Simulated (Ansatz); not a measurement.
Relaxation of CH6NOSb (10 atoms, charge 0, multiplicity 1), to a largest force component of 0.015 eV/Å in at most 40 steps.

Level of theory: RKS B3LYP-D4/def2-SVP (Ansatz).

```xyz
10
Properties=species:S:1:pos:R:3:forces:R:3
N -1.497 1.078 -0.231 -1.79 3.13 -0.69
Sb 0.516 1.250 -0.561 0.25 0.60 0.30
C 0.774 -0.823 -0.042 3.02 0.25 1.11
O 0.381 -1.624 -1.056 -0.94 -2.67 -1.02
H -1.682 0.746 0.706 -0.06 -0.14 0.48
H -1.911 2.118 -0.245 0.91 -2.85 0.01
H 0.835 1.779 1.100 0.34 -0.15 -0.31
H 0.306 -1.014 0.916 -0.67 -0.07 0.73
H 1.898 -0.992 0.153 -0.86 0.51 0.11
H 0.463 -2.569 -0.737 -0.20 1.38 -0.71
```

Question: Where does it end, and by what steps?

Answer: The run converged. After 9 steps the energy has fallen by 0.469 eV; H5 moved furthest, 0.61 Å.

```json
{"step": "0", "energy less start (eV)": "0.0000", "largest force component (eV/Å)": "3.127", "accepted": "yes"}
{"step": "1", "energy less start (eV)": "-0.3737", "largest force component (eV/Å)": "0.947", "accepted": "yes"}
{"step": "2", "energy less start (eV)": "-0.4210", "largest force component (eV/Å)": "0.433", "accepted": "yes"}
{"step": "3", "energy less start (eV)": "-0.4419", "largest force component (eV/Å)": "0.261", "accepted": "yes"}
{"step": "4", "energy less start (eV)": "-0.4574", "largest force component (eV/Å)": "0.236", "accepted": "yes"}
{"step": "5", "energy less start (eV)": "-0.4629", "largest force component (eV/Å)": "0.299", "accepted": "yes"}
{"step": "6", "energy less start (eV)": "-0.4672", "largest force component (eV/Å)": "0.107", "accepted": "yes"}
{"step": "7", "energy less start (eV)": "-0.4690", "largest force component (eV/Å)": "0.026", "accepted": "yes"}
{"step": "8", "energy less start (eV)": "-0.4688", "largest force component (eV/Å)": "0.061", "accepted": "no"}
{"step": "9", "energy less start (eV)": "-0.4693", "largest force component (eV/Å)": "0.011", "accepted": "yes"}
```

```xyz
10
Properties=species:S:1:pos:R:3
N -1.565 1.142 0.018
Sb 0.424 1.193 -0.582
C 0.789 -0.899 -0.010
O 0.672 -1.665 -1.189
H -1.685 1.262 1.024
H -2.103 1.879 -0.439
H 1.103 1.760 0.919
H 0.021 -1.145 0.747
H 1.789 -0.977 0.463
H 0.638 -2.601 -0.948
```

Whether the end is a true minimum wasn't checked by a vibrational analysis.

Run time: 18 s on 2 threads of Intel(R) Xeon(R) 6975P-C (Granite Rapids), with other jobs on the host, peak memory 0.23 GiB.
